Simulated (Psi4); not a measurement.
A run for Psi4: SAPT0/jun-cc-pV(D+d)Z on CH10Si2 (a complex), monomers drawn apart or pushed together.

```
memory 8100 MB

molecule dimer {
0 1
Si    0.01589091   -0.30158585    0.19159902
H    -1.17819869   -0.19754552    1.05935938
H    -0.36600159   -0.03244797   -1.21292597
H     0.57665934   -1.66818226    0.29681122
H     1.03143585    0.68019181    0.63077815
--
0 1
C     0.82373142   -0.44907023    6.51082028
Si   -0.39307059    0.95771229    6.75943026
H     0.64150728   -0.97212494    5.57091162
H     0.73808234   -1.17789728    7.31896038
H     1.85008503   -0.07819417    6.49782519
H    -0.22408418    1.99358866    5.71291018
H    -0.17786636    1.59405592    8.08228844
H    -1.78822402    0.45829717    6.70260457
units angstrom
symmetry c1
no_reorient
no_com
}

set {
  basis jun-cc-pV(D+d)Z
  scf_type df
  freeze_core true
}

energy('sapt0')
```

The log:

```
[...]
==> Input File <==

--------------------------------------------------------------------------
memory 8100 MB

molecule dimer {
0 1
Si    0.01589091   -0.30158585    0.19159902
H    -1.17819869   -0.19754552    1.05935938
H    -0.36600159   -0.03244797   -1.21292597
H     0.57665934   -1.66818226    0.29681122
H     1.03143585    0.68019181    0.63077815
--
0 1
C     0.82373142   -0.44907023    6.51082028
Si   -0.39307059    0.95771229    6.75943026
H     0.64150728   -0.97212494    5.57091162
H     0.73808234   -1.17789728    7.31896038
H     1.85008503   -0.07819417    6.49782519
H    -0.22408418    1.99358866    5.71291018
H    -0.17786636    1.59405592    8.08228844
H    -1.78822402    0.45829717    6.70260457
units angstrom
symmetry c1
no_reorient
no_com
}

set {
  basis jun-cc-pV(D+d)Z
  scf_type df
  freeze_core true
}

energy('sapt0')
--------------------------------------------------------------------------


   => Loading Basis Set <=

    Name: JUN-CC-PV(D+D)Z
    Role: ORBITAL
    Keyword: BASIS
    atoms 1, 7      entry SI         line   566 file jun-cc-pv_dpd_z.gbs
    atoms 2-5, 8-13 entry H          line    60 file jun-cc-pv_dpd_z.gbs
    atoms 6         entry C          line   188 file jun-cc-pv_dpd_z.gbs

   => Loading Basis Set <=

    Name: JUN-CC-PV(D+D)Z
    Role: ORBITAL
    Keyword: BASIS
    atoms 1, 7      entry SI         line   566 file jun-cc-pv_dpd_z.gbs
    atoms 2-5, 8-13 entry H          line    60 file jun-cc-pv_dpd_z.gbs
    atoms 6         entry C          line   188 file jun-cc-pv_dpd_z.gbs


  //>>>>>>>>>>>>>>>>>>>>>>>>>>>>>>>>>>>//
  //              Dimer HF             //
  //<<<<<<<<<<<<<<<<<<<<<<<<<<<<<<<<<<<//

   => Libint2 <=

    Primary   basis highest AM E, G, H:  7, 6, 3
    Auxiliary basis highest AM E, G, H:  7, 7, 4
    Onebody   basis highest AM E, G, H:  -, -, -
    Solid Harmonics ordering:            Gaussian


   => Loading Basis Set <=

    Name: JUN-CC-PV(D+D)Z
    Role: ORBITAL
    Keyword: BASIS
    atoms 1, 7      entry SI         line   566 file jun-cc-pv_dpd_z.gbs
    atoms 2-5, 8-13 entry H          line    60 file jun-cc-pv_dpd_z.gbs
    atoms 6         entry C          line   188 file jun-cc-pv_dpd_z.gbs


         ---------------------------------------------------------
                                   SCF
               by Justin Turney, Rob Parrish, Andy Simmonett
                          and Daniel G. A. Smith
                              RHF Reference
                        4 Threads,   7724 MiB Core
         ---------------------------------------------------------

  ==> Geometry <==

    Molecular point group: c1
    Full point group: C1

    Geometry (in Angstrom), charge = 0, multiplicity = 1:

       Center              X                  Y                   Z               Mass
    ------------   -----------------  -----------------  -----------------  -----------------
         SI           0.015890910000    -0.301585850000     0.191599020000    27.976926534650
         H           -1.178198690000    -0.197545520000     1.059359380000     1.007825032230
         H           -0.366001590000    -0.032447970000    -1.212925970000     1.007825032230
         H            0.576659340000    -1.668182260000     0.296811220000     1.007825032230
         H            1.031435850000     0.680191810000     0.630778150000     1.007825032230
         C            0.823731420000    -0.449070230000     6.510820280000    12.000000000000
         SI          -0.393070590000     0.957712290000     6.759430260000    27.976926534650
         H            0.641507280000    -0.972124940000     5.570911620000     1.007825032230
         H            0.738082340000    -1.177897280000     7.318960380000     1.007825032230
         H            1.850085030000    -0.078194170000     6.497825190000     1.007825032230
         H           -0.224084180000     1.993588660000     5.712910180000     1.007825032230
         H           -0.177866360000     1.594055920000     8.082288440000     1.007825032230
         H           -1.788224020000     0.458297170000     6.702604570000     1.007825032230

  Running in c1 symmetry.

  Rotational constants: A =      0.31189  B =      0.00809  C =      0.00795 [cm^-1]
  Rotational constants: A =   9350.17388  B =    242.54434  C =    238.32937 [MHz]
  Nuclear repulsion =  121.675392724173449

  Charge       = 0
  Multiplicity = 1
  Electrons    = 44
  Nalpha       = 22
  Nbeta        = 22

  ==> Algorithm <==

  SCF Algorithm Type is DF.
  DIIS enabled.
  MOM disabled.
  Fractional occupation disabled.
  Guess Type is SAD.
  Energy threshold   = 1.00e-08
  Density threshold  = 1.00e-08
  Integral threshold = 1.00e-12

  ==> Primary Basis <==

  Basis Set: JUN-CC-PV(D+D)Z
    Blend: JUN-CC-PV(D+D)Z
    Number of shells: 60
    Number of basis functions: 122
    Number of Cartesian functions: 127
    Spherical Harmonics?: true
    Max angular momentum: 2

   => Loading Basis Set <=

    Name: (JUN-CC-PV(D+D)Z
[...]
A      2.334850    99A      2.433921   100A      2.435811
     101A      2.496466   102A      2.806033   103A      2.806936
     104A      2.810234   105A      2.829356   106A      2.832328
     107A      2.835011   108A      3.444984   109A      3.446815
     110A      3.468535   111A      3.469829   112A      3.514939
     113A      4.627104   114A      6.642992   115A      6.643221
     116A      6.713613   117A      6.713941   118A      6.714012
     119A     14.137928   120A     14.138995   121A     14.146799
     122A    103.592921

    Final Occupation by Irrep:
              A
    DOCC [    13 ]
    NA   [    13 ]
    NB   [    13 ]

  @DF-RHF Final Energy:  -330.29939164864709

   => Energetics <=

    Nuclear Repulsion Energy =             62.8133896800501148
    One-Electron Energy =                -580.3345274750469116
    Two-Electron Energy =                 187.2217461463496875
    Total Energy =                       -330.2993916486470880

Computation Completed


Properties will be evaluated at   0.000000,   0.000000,   0.000000 [a0]

Properties computed using the SCF density matrix


 Multipole Moments:

 ------------------------------------------------------------------------------------
     Multipole            Electronic (a.u.)      Nuclear  (a.u.)        Total (a.u.)
 ------------------------------------------------------------------------------------

 L = 1.  Multiply by 2.5417464519 to convert [e a0] to [Debye]
 Dipole X            :         -0.7215884            0.9049905            0.1834021
 Dipole Y            :        -23.8946366           23.6806797           -0.2139569
 Dipole Z            :       -328.0651005          328.0232826           -0.0418180
 Magnitude           :                                                    0.2848906

 ------------------------------------------------------------------------------------

  Constructing Basis Sets for SAPT...

   => Loading Basis Set <=

    Name: (JUN-CC-PV(D+D)Z AUX)
    Role: RIFIT
    Keyword: DF_BASIS_SAPT
    atoms 1, 7      entry SI         line   376 file jun-cc-pvdz-ri.gbs
    atoms 2-5, 8-13 entry H          line    30 file jun-cc-pvdz-ri.gbs
    atoms 6         entry C          line   100 file jun-cc-pvdz-ri.gbs

   => Loading Basis Set <=

    Name: (JUN-CC-PV(D+D)Z AUX)
    Role: JKFIT
    Keyword: DF_BASIS_ELST
    atoms 1, 7      entry SI         line   506 file jun-cc-pvdz-jkfit.gbs
    atoms 2-5, 8-13 entry H          line    70 file jun-cc-pvdz-jkfit.gbs
    atoms 6         entry C          line   146 file jun-cc-pvdz-jkfit.gbs


  //>>>>>>>>>>>>>>>>>>>>>>>>>>>>>>>>>>>//
  //               SAPT0               //
  //<<<<<<<<<<<<<<<<<<<<<<<<<<<<<<<<<<<//



        SAPT0
    Ed Hohenstein
     6 June 2009

      Orbital Information
  --------------------------
    NSO        =       122
    NMO        =       122
    NRI        =       375
    NRI (Elst) =       551
    NOCC A     =         9
    NOCC B     =        13
    FOCC A     =         5
    FOCC B     =         6
    NVIR A     =       113
    NVIR B     =       109

    Elst10,r            =     0.000021479747 [Eh]
    Exch10              =     0.000001107568 [Eh]
    Exch10 (S^2)        =     0.000001107566 [Eh]

    Maxiter = 50
    CPHF R converge = 1.000000E-08

    Iter     Energy [mEh]          dE [mEh]         Residual      Time [s]
       1      -0.00062554       0.000625540     1.226752e-04             0
       2      -0.00071747       0.000091932     3.788268e-05             0
       3      -0.00072733       0.000009857     3.804111e-06             0
       4      -0.00072494      -0.000002385     4.937344e-07             0
       5      -0.00072513       0.000000183     8.333952e-08             0
       6      -0.00072511      -0.000000016     1.823173e-08             0
       7      -0.00072511       0.000000001     2.256779e-09             0

    CHF Iterations converged

    Maxiter = 50
    CPHF R converge = 1.000000E-08

    Iter     Energy [mEh]          dE [mEh]         Residual      Time [s]
       1      -0.00012312       0.000123123     5.930743e-05             0
       2      -0.00015138       0.000028259     1.951689e-05             0
       3      -0.00015435       0.000002966     3.404043e-06             0
       4      -0.00015363      -0.000000717     8.723141e-07             0
       5      -0.00015357      -0.000000061     2.055711e-07             0
       6      -0.00015360       0.000000034     3.723551e-08             0
       7      -0.00015360      -0.000000003     7.161118e-09             0

    CHF Iterations converged

    Ind20,r (A<-B)      =    -0.000000725111 [Eh]
    Ind20,r (B<-A)      =    -0.000000153601 [Eh]
    Ind20,r             =    -0.000000878713 [Eh]
    Exch-Ind20,r (A<-B) =     0.000000037935 [Eh]
    Exch-Ind20,r (B<-A) =     0.000000032534 [Eh]
    Exch-Ind20,r        =     0.000000070470 [Eh]
    Disp20              =    -0.000112211006 [Eh]
    Disp20 (SS)         =    -0.000056105503 [Eh]
    Disp20 (OS)         =    -0.000056105503 [Eh]
    Exch-Disp20         =     0.000000105110 [Eh]
    Exch-Disp20 (SS)    =     0.000000069890 [Eh]
    Exch-Disp20 (OS)    =     0.000000035220 [Eh]

    SAPT Results
  --------------------------------------------------------------------------------------------------------
    Electrostatics                  0.02147975 [mEh]       0.01347874 [kcal/mol]       0.05639507 [kJ/mol]
      Elst10,r                      0.02147975 [mEh]       0.01347874 [kcal/mol]       0.05639507 [kJ/mol]

    Exchange                        0.00110757 [mEh]       0.00069501 [kcal/mol]       0.00290792 [kJ/mol]
      Exch10                        0.00110757 [mEh]       0.00069501 [kcal/mol]       0.00290792 [kJ/mol]
      Exch10(S^2)                   0.00110757 [mEh]       0.00069501 [kcal/mol]       0.00290792 [kJ/mol]

    Induction                      -0.00084238 [mEh]      -0.00052860 [kcal/mol]      -0.00221168 [kJ/mol]
      Ind20,r                      -0.00087871 [mEh]      -0.00055140 [kcal/mol]      -0.00230706 [kJ/mol]
      Exch-Ind20,r                  0.00007047 [mEh]       0.00004422 [kcal/mol]       0.00018502 [kJ/mol]
      delta HF,r (2)               -0.00003414 [mEh]      -0.00002142 [kcal/mol]      -0.00008964 [kJ/mol]

    Dispersion                     -0.11210590 [mEh]      -0.07034751 [kcal/mol]      -0.29433399 [kJ/mol]
      Disp20                       -0.11221101 [mEh]      -0.07041347 [kcal/mol]      -0.29460996 [kJ/mol]
      Exch-Disp20                   0.00010511 [mEh]       0.00006596 [kcal/mol]       0.00027597 [kJ/mol]
      Disp20 (SS)                  -0.05610550 [mEh]      -0.03520673 [kcal/mol]      -0.14730498 [kJ/mol]
      Disp20 (OS)                  -0.05610550 [mEh]      -0.03520673 [kcal/mol]      -0.14730498 [kJ/mol]
      Exch-Disp20 (SS)              0.00006989 [mEh]       0.00004386 [kcal/mol]       0.00018350 [kJ/mol]
      Exch-Disp20 (OS)              0.00003522 [mEh]       0.00002210 [kcal/mol]       0.00009247 [kJ/mol]

  Total HF                          0.02174493 [mEh]       0.01364515 [kcal/mol]       0.05709131 [kJ/mol]
  Total SAPT0                      -0.09036097 [mEh]      -0.05670236 [kcal/mol]      -0.23724268 [kJ/mol]

  Special recipe for scaled SAPT0 (see Manual):
    Electrostatics sSAPT0           0.02147975 [mEh]       0.01347874 [kcal/mol]       0.05639507 [kJ/mol]
    Exchange sSAPT0                 0.00110757 [mEh]       0.00069501 [kcal/mol]       0.00290792 [kJ/mol]
    Induction sSAPT0               -0.00084238 [mEh]      -0.00052860 [kcal/mol]      -0.00221168 [kJ/mol]
    Dispersion sSAPT0              -0.11210590 [mEh]      -0.07034751 [kcal/mol]      -0.29433399 [kJ/mol]
  Total sSAPT0                     -0.09036097 [mEh]      -0.05670236 [kcal/mol]      -0.23724268 [kJ/mol]
  --------------------------------------------------------------------------------------------------------



*** Psi4 exiting successfully. Buy a developer a beer!
```

The run finished.

Cost: very roughly 27 core-seconds.
